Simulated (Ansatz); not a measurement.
Gas-phase electronic energies from Ansatz, PBE0-D4/def2-TZVP geometries. CBS: MP2 limit from def2 TZ/QZ plus the TZ coupled-cluster correction, frozen cores. This one scheme is used for every species, atoms too. For atomizations the MP2-based limit and the directly extrapolated one differ by several kJ/mol either way, and by 10 to 25 for some Ge, Se and Sn compounds, so smaller differences from it don't rank the levels. DFT in def2-TZVPP. B3LYP here is the variant with VWN-RPA as its local correlation; programs differ in this. HSE06 is defined as in plane-wave codes. No spin–orbit coupling; open shells (•) take unrestricted orbitals. Spin–orbit coupling would lower the free atoms: a little for Al, C, F, O. Each species was taken in one conformer, which may not be the lowest.

Reaction (atomization): `CC1=CC(C)=[O+][Al-]([OH])([F])[O]1` → Al• + 5 C• + F• + 8 H• + 3 O•

| level | ΔE (eV) | difference from CCSD(T)/CBS |
| --- | --- | --- |
| LDA (SPW92) | 96.75 | 13.00 |
| PBE-D4 | 86.01 | 2.26 |
| revPBE-D4 | 83.63 | -0.12 |
| r2SCAN-D4 | 84.34 | 0.59 |
| B97M-V | 83.98 | 0.23 |
| PBE0-D4 | 84.03 | 0.28 |
| B3LYP-D4 | 83.59 | -0.16 |
| r2SCANh-D4 | 83.63 | -0.12 |
| r2SCAN0-D4 | 82.62 | -1.13 |
| HSE06-D4 | 84.09 | 0.34 |
| BHLYP-D4 | 80.69 | -3.06 |
| CAM-B3LYP-D4 | 84.15 | 0.40 |
| ωB97X-V | 83.76 | 0.01 |
| ωB97M-V | 83.92 | 0.17 |
| B2PLYP | 82.96 | -0.79 |
| PBE-QIDH | 83.38 | -0.37 |
| PBE | 85.53 | 1.78 |
| revPBE | 82.16 | -1.59 |
| r2SCAN | 84.21 | 0.46 |
| PBE0 | 83.62 | -0.13 |
| B3LYP | 82.83 | -0.92 |
| r2SCAN0 | 82.46 | -1.29 |
| HSE06 | 83.71 | -0.04 |
| BHLYP | 80.12 | -3.63 |
| LC-ωPBE | 83.78 | 0.03 |
| HF/def2-SVP | 61.94 | -21.81 |
| MP2/def2-SVP | 81.79 | -1.96 |
| CCSD/def2-SVP | 78.82 | -4.93 |
| CCSD(T)/def2-SVP | 79.78 | -3.97 |
| HF/def2-TZVPP | 61.11 | -22.64 |
| MP2/def2-TZVPP | 84.00 | 0.25 |
| SCS-MP2/def2-TZVPP | 82.80 | -0.95 |
| CCSD/def2-TZVPP | 80.12 | -3.63 |
| CCSD(T)/def2-TZVPP | 81.56 | -2.19 |
| HF/def2-QZVPP | 61.27 | -22.48 |
| MP2/def2-QZVPP | 85.31 | 1.56 |
| SCS-MP2/def2-QZVPP | 84.25 | 0.50 |
| HF/CBS(def2) | 61.29 | -22.46 |
| MP2/CBS(def2) | 86.18 | 2.43 |
| CCSD/CBS(def2) | 82.30 | -1.45 |
| CCSD(T)/CBS | 83.75 | 0 |

Largest T1 diagnostic among the species: 0.018.

From PBE to PBE0 (25 % exact exchange), in def2-TZVPP and without D4, ΔE moves by −1.91 eV: exact exchange takes away binding that semilocal exchange gives to molecules. Leaving LDA and LC-ωPBE aside and taking each functional with its dispersion term where it has one, the values spread over 5.32 eV, from BHLYP-D4 to PBE-D4. LDA lies +11.22 eV from PBE without D4, its usual overbinding. At CCSD(T), def2-SVP lies −3.97 eV from the extrapolated value and def2-TZVPP −2.18 eV: correlation converges slowly with the basis, and small sets miss more of it in the bonded molecule than in its fragments.
